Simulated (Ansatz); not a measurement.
Calculated with Ansatz (gas phase, PBE0-D4/def2-TZVP geometries, no zero-point term in ΔE). CCSD(T)/CBS adds triple-zeta CCSD(T) − MP2 to the extrapolated MP2 energy (def2 sets, frozen cores). This one scheme is used for every species. DFT in def2-TZVPP. B3LYP here is the variant with VWN-RPA as its local correlation; programs differ in this. Each species was taken in one conformer, which may not be the lowest.

Consider the formal exchange of groups at the Si–Si bond: `[AlH2][SiH2][SiH3]` + `C[SiH3]` → `C[SiH2][SiH2][AlH2]` + SiH₄.

Is it downhill or uphill in electronic energy at CCSD(T)/CBS, and by how much? (Best estimate.)

Computed: Nearly level: ΔE = +1.3 kJ/mol.

What do these levels give: B3LYP-D4, PBE, B3LYP, SCS-MP2/def2-TZVPP, CCSD(T)/def2-TZVPP, MP2/def2-QZVPP? (Best estimate.)

The calculation gave: B3LYP-D4 0.8, PBE 3.2, B3LYP 4.3, SCS-MP2/def2-TZVPP 1.1, CCSD(T)/def2-TZVPP 1.0, MP2/def2-QZVPP 0.6 kJ/mol.

Largest T1 diagnostic among the species: 0.013.

The D4 term adds −3.5 kJ/mol with B3LYP and −2.2 kJ/mol with PBE0; it sums over pairs of atoms, weighted by their polarisabilities, and B3LYP, whose exchange is more repulsive, gets the larger term. In def2-TZVPP, CCSD(T) changes the Hartree–Fock value by −4.0 kJ/mol (the triples alone add −0.9 kJ/mol) and MP2 by −4.6 kJ/mol.
